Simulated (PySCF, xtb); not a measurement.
Si(Br)(OH) (BrHOSi), SMILES O[Si]Br (connectivity only; charge and spin as stated), neutral, multiplicity 1.

Coordinates come from a B3LYP-D3(BJ)/def2-TZVP optimisation. One conformer was computed; it need not be the lowest.

Level of theory: IEF-PCM-M06-2X/def2-SVP run with PySCF 2.14.0.

The values are the electrostatic part of the solvation free energy, E(continuum) − E(gas) at the gas-phase geometry, in a cavity of scaled van der Waals radii (PySCF's table); cavitation and dispersion terms are not included. In vacuum the orbital gap is 6.99 eV. The dipole moment in vacuum is 3.16 D.

Computed values in water (ε = 78.36), dichloromethane (ε = 8.93), n-hexane (ε = 1.88):
| solvent | ε | ΔG(elec) (kcal/mol) | dipole (D) | gap (eV) |
|---|---|---|---|---|
| water | 78.36 | -5.9 | 4.20 | 7.12 |
| dichloromethane | 8.93 | -4.9 | 4.03 | 7.10 |
| n-hexane | 1.88 | -2.0 | 3.52 | 7.04 |

For comparison, GFN2-xTB/ALPB(water) (xtb, at the GFN2-xTB geometry, all terms of that model) gives -5.0 kcal/mol.
